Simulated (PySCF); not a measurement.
## Shifts of the heteroatoms

Structure with atom numbers: `[F:1][CH:2]([F:3])[C:4]#[C:5][C@@H:6]1[SiH2:7][C@@H:8]1[SiH2:9][Cl:10]`. Each H is labelled by its parent atom. Ha(Si7) is cis to C5 on the ring; Ha(Si9) is pro-R; Hb(Si9) is pro-S; Hb(Si7) is trans to C5 on the ring.

Theoretical values (PySCF 2.14): GFN2-xTB structure, NMR shieldings at PBE0/pcSseg-1/GIAO. Isolated molecule, non-relativistic Hamiltonian, one computed conformer.

Problem. Where does ¹⁹F resonate?

Solution. 
| atoms | environment | σ (ppm) | δ (ppm) |
| --- | --- | --- | --- |
| F3 | fluorine of a CF2 group | 291.7 | -102.6 |
| F1 | fluorine of a CF2 group | 293.5 | -104.2 |

Shieldings were converted by a linear fit to measured shifts: ¹⁹F: δ = 146.13 − 0.903σ +14.6 on sp3 carbon (rms 6.0 ppm, 223 shifts, 7.0 ppm with the 5 outliers that the fit left out vs CFCl3, solution or neat liquid). A few per cent of atoms miss by over 2 rms, more outside the fitted compound classes.

On a 400 MHz spectrometer ¹⁹F resonates near 376.4 MHz, so 1 ppm is 376.4 Hz.

Problem. What are the ²⁹Si shifts?

Solution. 
```csv
atoms,environment,σ (ppm),δ (ppm)
Si9,"silicon bonded to C, Cl, 2 H",363.9,-19.1
Si7,"silicon bonded to 2 C, 2 H, in a 3-membered ring",478.0,-112.9
```

Shieldings were converted by a linear fit to measured shifts: ²⁹Si: δ = 279.94 − 0.822σ (rms 8.9 ppm, 72 shifts, 25.8 ppm with the 6 outliers that the fit left out vs TMS, solution or neat liquid). Occasional misses reach two or three times the rms, and more in compound classes unlike the fitted ones.

On a 500 MHz spectrometer ²⁹Si resonates near 99.3 MHz, so 1 ppm is 99.3 Hz.
